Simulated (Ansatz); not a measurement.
Molecule: GaBr (charge 0, singlet). SMILES: [Ga][Br]
Coordinates optimised at B3LYP-D3(BJ)/def2-TZVP (Ansatz, a quantum-chemistry and plane-wave program):
```xyz
2

Ga     0.0000     0.0000    -1.2726
Br     0.0000     0.0000     1.1272
```

Property: vertical electron affinity (to the doublet state of charge -1; a negative value means that the extra electron is unbound and the number depends on the basis; each state is the SCF solution reached for its spin), in eV. Correlated levels leave the core frozen unless marked. Open shells are spin-unrestricted. No spin-orbit coupling. Frozen are the shells of the preceding noble gas and the d and f shells that filled before the atom's block. Non-relativistic. Anions need diffuse functions: aug- sets have them; def2-D sets add few. CBS(X,Y): correlation extrapolated as X^-3; Hartree-Fock from the larger set.

```csv
level,program,vertical electron affinity (eV)
SVWN5/def2-TZVPD,Ansatz,0.22
r2SCAN/def2-TZVPD,Ansatz,0.25
B3LYP/def2-TZVPD,Ansatz,0.15
PBE0/def2-TZVPD,Ansatz,0.19
BHLYP/def2-TZVPD,Ansatz,0.07
CAM-B3LYP/def2-TZVPD,Ansatz,0.17
wB97M-V/def2-TZVPD,Ansatz,0.08
wB97X/def2-TZVPD,Ansatz,0.08
CCSD/aug-cc-pVDZ,Ansatz,0.12
CCSD/def2-SVPD,Ansatz,-0.05
CCSD/aug-cc-pVTZ,Ansatz,0.18
CCSD/def2-TZVPPD,Ansatz,0.05
CCSD/aug-cc-pVQZ,Ansatz,0.21
CCSD/def2-QZVPPD,Ansatz,0.14
"CCSD/CBS(aug-cc-pVTZ,aug-cc-pVQZ)",Ansatz,0.22
CCSD(T)/aug-cc-pVDZ,Ansatz,0.13
CCSD(T)/def2-SVPD,Ansatz,-0.04
CCSD(T)/aug-cc-pVQZ,Ansatz,0.24
CCSD(T)/def2-QZVPPD,Ansatz,0.16
"CCSD(T)/CBS(def2-TZVPPD,def2-QZVPPD)",Ansatz,0.19
"CCSD(T)/CBS(aug-cc-pVTZ,aug-cc-pVQZ)",Ansatz,0.25
```
